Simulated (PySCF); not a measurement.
## Computed vibrations of [Eu(H2O)3]3+

[Eu(H2O)3]3+ (singlet in the valence; each metal's 4f electrons, 6 of them, lie in its core potential, out of spins and levels). PySCF 2.14.0, RKS PBE, Eu lcecp-1-SVP with ECP52, O def2-SVP, H def2-SVP; non-relativistic Hamiltonian with scalar-relativistic core potentials where named; density fitting; no spin-orbit coupling. Central differences of gradients.

```xyz
10

Eu    0.0000    0.0000    0.0000
O     2.2959    0.0000    0.0000
H     2.9201   -0.7695    0.1252
H     2.9201    0.7694   -0.1252
O    -1.1479    1.9883    0.0000
H    -0.7937    2.9136    0.1252
H    -2.1264    2.1441   -0.1252
O    -1.1479   -1.9883    0.0000
H    -2.1264   -2.1441    0.1252
H    -0.7937   -2.9136   -0.1252
```

Run from Python with OMP_NUM_THREADS=2. Where DIIS fails, smearing, a level shift and second-order steps follow.
It took 41 s on 2 threads of Arm Neoverse V2 (shared host).

Problem. What are the harmonic wavenumbers and infrared intensities?

Solution. Modes are labelled in D3; negative numbers are unstable modes, those under 60 cm⁻¹ near the noise; a finer grid moves soft modes by up to 10 cm⁻¹.
```
cm⁻¹  km/mol  symmetry
 -16       –        a2
  78     6.5         e
  78     6.5         e
  81     0.0        a1
 108     0.3         e
 108     0.3         e
 390     0.0        a1
 403    18.0         e
 403    18.0         e
 589     0.1        a2
 624   108.3         e
 624   108.3         e
 642    22.8         e
 642    22.8         e
 664  1064.4        a2
1622   188.7         e
1622   188.7         e
1628     0.0        a1
3432   842.2         e
3432   842.2         e
3453     0.0        a1
3466    31.5        a2
3470   617.2         e
3470   617.2         e
```

Problem. Is this a minimum?

Solution. Yes, within the noise of the softest modes. 

An lcecp potential fixes the number of 4f electrons, so in runs with it no electron can move into or out of that shell.
